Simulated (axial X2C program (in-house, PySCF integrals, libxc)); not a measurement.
**Low determinants of MoP⁺ at the PBE0 level, 2c**

Calculated with an in-house relativistic program for diatomic molecules. Two-component (2c) means X2C with spin–orbit coupling and atomic mean-field two-electron Coulomb and Gaunt terms. Basis: Mo dyall-cv3z [11s12p9d5f3g], P dyall-v3z [8s7p2d1f] (cores contracted in-house); Gaussian nuclei, density fitting, unrestricted open shells. Masses: Mo 97.905 u, P 30.974 u.

Search at 2.102 Å (vertical energies from the lowest determinant):

```
ΔE (eV)  state  electrons beyond evenly filled partner blocks  electrons in ±ω = 1/2, 3/2, 5/2, 7/2
   0.00  Ω = 1                              ω = -3/2, ω = 5/2                             38 15 3 0
   1.06  Ω = 1                              ω = -1/2, ω = 3/2                             39 15 2 0
   1.11  Ω = 0                                           none                             38 16 2 0
   1.22  Ω = 3                               ω = 1/2, ω = 5/2                             39 14 3 0
   1.27  Ω = 4                               ω = 3/2, ω = 5/2                             38 15 3 0
   1.33  Ω = 2                 2 × ω = 1/2, ω = -3/2, ω = 5/2                             38 15 3 0
   1.72  Ω = 0                ω = -1/2, 2 × ω = 3/2, ω = -5/2                             39 14 3 0
```

Lowest determinant, Ω = 1 (⟨Sz⟩ = 1.00, ⟨Lz⟩ = 0.00 at PBE0): Re = 2.087 Å, ωe = 464.6 cm⁻¹.

The determinant in row 2 of the search, Ω = 1 (⟨Sz⟩ = -1.00, ⟨Lz⟩ = 2.00 at PBE0), was followed along the bond at PBE0; measured from the minimum of the lowest determinant it gives:

Te = 1.054 eV (8504 cm⁻¹), Re = 2.078 Å, ωe = 481.3 cm⁻¹.

Q: Compare the bond of the determinant in row 2 with that of the lowest one.

A: At PBE0 its Re is 0.009 Å shorter and its force constant, which goes as ωe², is 1.07 times that of the lowest determinant. T0 ≈ Te + Δωe/2 = 8504 + (8) = 8512 cm⁻¹.

The search compares states at one distance, so a state with another bond length can lie lower; it is not exhaustive and yields mostly the lowest determinant of each block pattern, so other components and higher states of one pattern are missing. These are energies of single determinants, not of spin-adapted states; PBE0 term energies can be off by some tenths of an eV, and the functional has no current term. Open-shell Ω = 0 determinants with evenly filled partner blocks cannot be reached by this program, so the Ω shown need not be the lowest component.
